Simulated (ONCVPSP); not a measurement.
## Pseudopotential generation for phosphorus: ONCV, LDA (Perdew-Wang 92), scalar-relativistic.

phosphorus (P), optimised norm-conserving Vanderbilt (ONCV), made with ONCVPSP 4.0.1 (LDA (Perdew-Wang 92), scalar-relativistic). Core [Ne], reference 3s1 3p4. Waves: 3s: rc 1.55 bohr, ncon 3, nbas 7, qcut 4.9 1/bohr, 2 projectors, debl 3.2 Ha; 3p: rc 1.90 bohr, ncon 4, nbas 7, qcut 4.8 1/bohr, 2 projectors, debl 3.5 Ha; d scattering state at 0.28 Ha: rc 1.95 bohr, ncon 5, nbas 8, qcut 4.2 1/bohr, 1 projector. Local part: polynomial inside 1.25 bohr (lpopt 5, dvloc0 0 Ha). Core correction: Teter function, fcfact 3.5, rcfact 1.35.

All-electron outer shells of the reference configuration (LDA (PZ), scalar-relativistic, ld1.x):

| shell | level (eV) | outermost node (bohr) | outermost maximum (bohr) |
| --- | --- | --- | --- |
| 2s | -174.63 | 0.14 | 0.42 |
| 2p | -125.98 | – | 0.35 |
| 3s | -14.73 | 0.66 | 1.56 |
| 3p | -6.16 | 0.64 | 1.81 |

(1) Estimate the cutoffs (Ha) at which the residual kinetic energy of the hardest occupied pseudo-wave falls to 1 and 0.1 mHa per electron.

(2) What does a ghost test show?

(3) Which valence shell sets the plane-wave cutoff?

(4) Tests: 3s2 3p3; 3s2 3p2; 3s2 3p1; 3s1 3p0. Which has the largest error in its energy relative to the reference configuration, and how large is it?

## Answers

(1) 10 Ha and 16 Ha. The cutoffs count occupied waves only; projector 1 of the d channel, the hardest unoccupied one, needs 42 Ha at the loose tolerance.

(2) No bound ghost flagged; GHOST(+) flagged for s at 161.1 eV.

(3) 3s: 10 Ha for 1 mHa per electron, against 5 Ha for 3p.

(4) 3s1 3p0, with +166 meV (all-electron minus pseudo) on +102.64 eV.
